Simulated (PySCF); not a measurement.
## Energy of Ni⁺ (nickel, charge +1) between two integer charges

The 3d beta orbital of [Ar] 3d9 is emptied in steps (occupation f), with all orbitals relaxed, ending at [Ar] 3d8. Computed with PySCF 2.14 in jorge-DZP-DKH, with scalar relativity by spin-free X2C-1e. The exact energy is a straight line in f; departures are measured from the line between the end points of the same method.

```
  f  UHF (eV)
  1     0.000
0.9     0.317
0.7     0.713
0.5     0.818
0.3     0.662
0.1     0.274
  0     0.000
```

Problem. For UHF, how does the orbital energy at f = 1 compare with the removal energy?

Solution. −ε = 18.021 eV against a total-energy difference of 14.423 eV. By Janak's theorem ε = ∂E/∂f, so the gap between them reflects the curvature. Along the path −ε is 17.184 (f = 0.9), 15.646 (f = 0.7), 14.272 (f = 0.5), 13.042 (f = 0.3), 11.941 (f = 0.1) eV.

Reference removal energy between the ground levels: 18.169 eV (measured; NIST Atomic Spectra Database, ionization energies). The calculation has no spin-orbit coupling. The determinant left behind need not be the lowest term of the ion. UHF lacks correlation.
